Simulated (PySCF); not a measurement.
## Dipole response of Pt⁺ (platinum, charge +1)

[Xe] 4f14 5d9, 2D determinant. All numbers are calculated (PySCF 2.14, the spin-free X2C one-electron Hamiltonian (Gaussian nucleus), in x2c-TZVPPall with one added diffuse shell each of s, p, d, f type (12s8p8d4f1g, 113 functions)). Coupled (time-dependent) response in atomic units; α is the mean over directions.

```
method  mean α (bohr³)         α xx, yy, zz  C₆ (like pair)  S(−4)
   UHF           14.60  14.34, 14.34, 15.11           107.6  64.76
```

S(−4) is the Cauchy moment in α(ω) = α(0) + S(−4) ω² + …

Spin-orbit coupling is absent.

α(iu) at UHF:

```csv
u (hartree),α(iu) (bohr³)
0,14.60
0.0500,14.44
0.100,14.00
0.200,12.61
0.300,11.09
0.500,8.586
0.750,6.477
1.00,5.071
1.50,3.363
2.00,2.393
3.00,1.381
5.00,0.6244
```

For an ion, C₆ is the dispersion term alone; charge-induced terms of lower order in 1/R come first.

The components differ because the open shell of this determinant is not spherical; for a pure term their mean is the scalar polarisability.

Spin-orbit coupling, absent here, splits the open shell strongly. ⟨S²⟩ = 0.90 against 0.75 shows spin contamination.
